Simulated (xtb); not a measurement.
BrHg, charge +1, singlet, geometry from GFN2-xTB (such geometries of metal compounds can be far from the true shape); GFN2-xTB (xtb 6.7.1).

The xtb input:
```
$ xtb mol.xyz --gfn 2 --chrg 1 --opt --json

# file mol.xyz
2

Hg    -0.00000000    -0.00000000    -0.70933199
Br     0.00000000     0.00000000     1.62133027
```

What does xtb print? Leave out banner, timings and long lists.


```
   ID    Z sym.   atoms
    1   80 Hg     1
    2   35 Br     2

           -------------------------------------------------
          |                Calculation Setup                |
           -------------------------------------------------

           -------------------------------------------------
          |                 G F N 2 - x T B                 |
           -------------------------------------------------

          ...................................................
          :                      SETUP                      :
          :.................................................:
          :  # basis functions                  14          :
          :  # atomic orbitals                  13          :
          :  # shells                            5          :
          :  # electrons                         8          :
          :  max. iterations                   250          :
          :  Hamiltonian                  GFN2-xTB          :
          :  restarted?                      false          :
          :  GBSA solvation                  false          :
          :  PC potential                    false          :
          :  electronic temp.          300.0000000     K    :
          :  accuracy                    1.0000000          :
          :  -> integral cutoff          0.2500000E+02      :
          :  -> integral neglect         0.1000000E-07      :
          :  -> SCF convergence          0.1000000E-05 Eh   :
          :  -> wf. convergence          0.1000000E-03 e    :
          :  Broyden damping             0.4000000          :
          :  net charge                          1          :
          :  unpaired electrons                  0          :
          ...................................................

 iter      E             dE          RMSdq      gap      omega  full diag
   1     -4.3473703 -0.434737E+01  0.275E+01    1.87       0.0  T
   2     -4.3654511 -0.180807E-01  0.115E+01    2.33       1.0  T
   3     -4.3629792  0.247186E-02  0.121E+01    1.64       1.0  T
   4     -4.3729579 -0.997869E-02  0.617E+00    2.03       1.0  T
   5     -4.3780441 -0.508615E-02  0.768E-01    1.93       1.0  T
   6     -4.3781450 -0.100940E-03  0.654E-01    1.98       1.0  T
   7     -4.3781923 -0.472621E-04  0.103E-01    1.96       1.0  T
   8     -4.3781950 -0.272571E-05  0.410E-02    1.97       1.7  T
   9     -4.3781950 -0.219490E-07  0.192E-03    1.97      36.8  T
[...]
         :: total energy              -4.373053465777 Eh    ::
 * total energy  :    -4.3730535 Eh     change       -0.1243450E-13 Eh
   *** GEOMETRY OPTIMIZATION CONVERGED AFTER 1 ITERATIONS ***
         :: total energy              -4.373053465777 Eh    ::
[...]
         6                         -0.3546128              -9.6495
         7                         -0.3546128              -9.6495
         8                         -0.2539444              -6.9102
         9                         -0.2539444              -6.9102
        10                         -0.2460518              -6.6954
        11                         -0.2460518              -6.6954
        12                         -0.2459909              -6.6938
        13                          0.2317240               6.3055
      -------------------------------------------------------------
                  HL-Gap            0.0723359 Eh            1.9684 eV
             Fermi-level           -0.6931200 Eh          -18.8608 eV

     #   Z          covCN         q      C6AA      α(0)
     1  80 Hg       0.845     0.614   301.299    33.474
     2  35 Br       0.845     0.386   174.538    21.301

 Mol. C6AA /au·bohr⁶  :        930.224666
 Mol. C8AA /au·bohr⁸  :      77480.981961
 Mol. α(0) /au        :         54.774215

Wiberg/Mayer (AO) data.
largest (>0.10) Wiberg bond orders for each atom

 ---------------------------------------------------------------------------
     #   Z sym  total        # sym  WBO       # sym  WBO       # sym  WBO
 ---------------------------------------------------------------------------
     1  80 Hg   1.428 --     2 Br   1.428
     2  35 Br   1.428 --     1 Hg   1.428
 ---------------------------------------------------------------------------

Topologies differ in total number of bonds
Writing topology from bond orders to xtbtopo.mol

molecular dipole:
                 x           y           z       tot (Debye)
 q only:        0.000       0.000       0.358
   full:        0.000       0.000      -0.951       2.418
molecular quadrupole (traceless):
                xx          xy          yy          xz          yz          zz
 q only:       -2.362       0.000      -2.362       0.000       0.000       4.724
  q+dip:       -1.694       0.000      -1.694      -0.000       0.000       3.388
   full:       -0.965       0.000      -0.965      -0.000       0.000       1.929

optimized geometry written to: xtbopt.xyz

           -------------------------------------------------
          | TOTAL ENERGY               -4.373053465777 Eh   |
          | GRADIENT NORM               0.000059922738 Eh/α |
          | HOMO-LUMO GAP               1.968359625320 eV   |
           -------------------------------------------------
```
